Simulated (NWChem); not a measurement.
System: C2H3FN2Si; SMILES F[Si@@H]1C=NC=N1

```xyz
9

F      0.0869     2.0120    -0.5606
Si     0.0010     0.7445     0.4272
C      1.2888    -0.6195     0.0640
N      0.6603    -1.7003    -0.2426
C     -0.7940    -1.4621    -0.2295
N     -1.3343    -0.3400     0.0440
H     -0.0491     1.2413     1.8204
H      2.3776    -0.6474     0.1043
H     -1.3755    -2.3526    -0.4762
```
Atoms are numbered in this order, from 1.

Program: NWChem. Geometry: optimised at B3LYP/6-31G* (spherical d). Total energies of different functionals are on different scales.

| level | energy (Ha) | highest occupied level (eV) | orbital gap (eV) | dipole (D) |
|---|---|---|---|---|
| PBE/def2-TZVP | -576.5545 | -6.31 | 2.48 | 1.61 |
| B3LYP/def2-TZVP | -577.0409 | -7.55 | 4.51 | 1.74 |
| Hartree-Fock/def2-TZVP | -574.9254 | (withheld) | (withheld) | (withheld) |
| TPSSh/def2-TZVP | -577.0413 | -6.96 | 3.68 | 1.67 |
| BLYP/def2-TZVP | -576.9602 | -6.21 | 2.54 | 1.63 |

### Question
Fill in the missing entries.

### Answer

- Hartree-Fock/def2-TZVP, highest occupied level (eV): -11.38
- Hartree-Fock/def2-TZVP, orbital gap (eV): 12.48
- Hartree-Fock/def2-TZVP, dipole (D): 2.04
